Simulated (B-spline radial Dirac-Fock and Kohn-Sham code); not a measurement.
The Al atom: differential elastic cross section for electrons at 38.7 keV

The computed values come from a radial B-spline solver: relativistic (Dirac) partial waves in the static field of the Dirac-Fock atom with Furness-McCarthy exchange, without polarisation or absorption potentials.

Input file task.json (cfg lists n, l and occupation; rrms is the nuclear radius in fm):

```json
{"items": [{
  "Z": 13,
  "q": 0,
  "cfg": [[1, 0, 2], [2, 0, 2], [2, 1, 6], [3, 0, 2], [3, 1, 1]],
  "A": 27,
  "rrms": 3.061,
  "do": "elastic",
  "energies": [[38700.0, 0]],
  "theta": [0, 0.5, 1, 2, 4, 8, 12, 16, 24, 32, 45, 60, 75, 90, 105, 120, 135, 150, 165, 180]
}]}
```

Launch: `python xray2_run.py task.json out`

```tsv
θ (°)	dσ/dΩ (Å²/sr)	Sherman function
0	39.7	0.000
0.5	27.6	0.000
1	12.2	0.000
2	2.40	0.000
4	0.390	0.000
8	0.0467	0.000
12	0.0105	0.000
16	0.00357	0.000
24	0.000780	-0.001
32	0.000266	-0.002
45	7.41e-05	-0.005
60	2.56e-05	-0.009
75	1.16e-05	-0.014
90	6.24e-06	-0.018
105	3.86e-06	-0.021
120	2.66e-06	-0.021
135	2.02e-06	-0.019
150	1.66e-06	-0.014
165	1.48e-06	-0.008
180	1.43e-06	0.000
```

The total elastic cross section is 0.0560 Å², the first transport cross section 0.000242 Å² and the second, weighted with (3/2) sin²θ, 0.000612 Å². The mean deflection is ⟨1 − cos θ⟩ = 0.00433, and 0.034 % of the collisions scatter beyond 90°.

Phase shifts modulo π (rad) for κ = −1 to −5: 0.968, 0.714, 0.588, 0.506, 0.446.
